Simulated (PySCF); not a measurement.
C4H8FNS (charge -1 and doublet state).
Z-matrix (Å and degrees, GFN2-xTB geometry), rows numbered from 1:
```
C 
C   1  1.5419
C   2  1.5204  1  109.59
F   3  1.3921  2  112.14  1   -64.45
C   2  1.5050  1  113.50  3   120.89
N   5  1.4357  2  114.03  1    80.00
S   5  1.7161  2  119.27  1   -72.06
H   1  1.0906  2  111.01  3    52.94
H   1  1.0897  2  110.25  3   173.44
H   1  1.0888  2  108.99  3   -67.39
H   2  1.1000  1  108.51  3  -118.59
H   3  1.0921  2  110.65  1    54.91
H   3  1.0933  2  110.79  1   176.75
H   6  1.0269  5  112.30  2   -55.87
H   6  1.0166  5  107.43  2  -173.27
```

The hyperfine couplings belong to this conformer and change with its torsions.

Identity: `FC[C@H](C)[C](N)[S-]` [radical] (charge -1).

Method used: PySCF, UKS B3LYP, pcH-1 on C F H N S, non-relativistic, mean-field spin-orbit, GIAO. Whether the extra electron is bound in the gas phase wasn't checked; a finite basis holds it in any case. The geometry wasn't refined by DFT: couplings that depend on bond lengths, twists or pyramidal angles can differ widely from those at the functional's own minimum, by a factor of two or more for some ions and for spin on atoms past the first row. The SCF solution wasn't tested for stability.

**Question.** Where do the isotropic ENDOR lines of C5, C1, C3, C2, N6, H14/H15, H11, H8/H9/H10 and H13 fall at 3335.4 mT, to first order?

**Answer.** ν± = |νn ± a/2|, one line for each electron-spin manifold; νn = |g_N| × 7.62259 MHz/T × B.

```tsv
nuclei	isotope	g_N	νn (MHz)	a_iso (MHz)	lower line (MHz)	upper line (MHz)
C5	13C	1.4048	35.72	171.00	49.78	121.22
C1	13C	1.4048	35.72	28.23	21.60	49.83
C3	13C	1.4048	35.72	25.01	23.21	48.22
C2	13C	1.4048	35.72	-13.44	29.00	42.44
N6	14N	0.4038	10.27	34.73	7.10	27.63
H14/H15	1H	5.5857	142.01	46.87	118.58	165.45
H11	1H	5.5857	142.01	14.76	134.63	149.39
H8/H9/H10	1H	5.5857	142.01	-1.39	141.32	142.71
H13	1H	5.5857	142.01	-1.20	141.41	142.61
```

The rows for 13C, of low natural abundance, apply to labelled samples.

**Question.** Which pairs are centred on the nuclear Larmor frequency, and which on half the coupling?

**Answer.** Centred on νn, since |a| < 2νn: C1, C3, C2, H14/H15, H11, H8/H9/H10 and H13. Centred on |a|/2 and split by 2νn: C5 and N6.

**Question.** At what field would the lower line of H14/H15 fall to zero frequency?

**Answer.** Where νn = |a|/2, that is B = 23.43 MHz/(5.5857 × 7.62259 MHz/T) = 550 mT, as far as first order holds there.

Nuclei that the bonding pattern makes equivalent are averaged, as if the motion that swaps them (rotation, inversion, ring flip) were fast. The three 1H nuclei of mean -1.4 MHz run from -3.2 to 2.0 MHz in the frozen geometry. The 1H value of +46.9 MHz is a mean of couplings from -2.4 to 96.1 MHz in this one geometry, not an average over conformers.
